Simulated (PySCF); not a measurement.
Computed shifts of a molecule C₂H₈BFN₂, PySCF with PBE0/pcSseg-1, GIAO, gas phase, equivalent atoms averaged, in ppm (number of nuclei): ¹⁹F: -158.3 (1). ¹⁵N: 56.6 (1), 48.5 (1). ¹H: 2.89 (3), 2.72 (3), 2.16 (1), 1.97 (1). ¹³C: 39.5 (1), 38.2 (1). References: ¹¹B against BF3 (σ = 88.8 ppm); ¹⁹F against CFCl3 (σ = 167.2 ppm); ¹⁵N against NH3 (σ = 267.4 ppm); ¹H against TMS (σ = 31.56 ppm); ¹³C against TMS (σ = 186.3 ppm), references at their B3LYP-D3(BJ)/def2-TZVP geometries, non-relativistic. Geometry: B3LYP-D3(BJ)/def2-SVP. The values are those of a single conformer.

### Question
Which structure fits?
A. C[C@H](F)B(N)N
B. CNB(F)NC
C. CNB(N)CF
D. CN(C)B(N)F

### Answer
D, CN(C)B(N)F
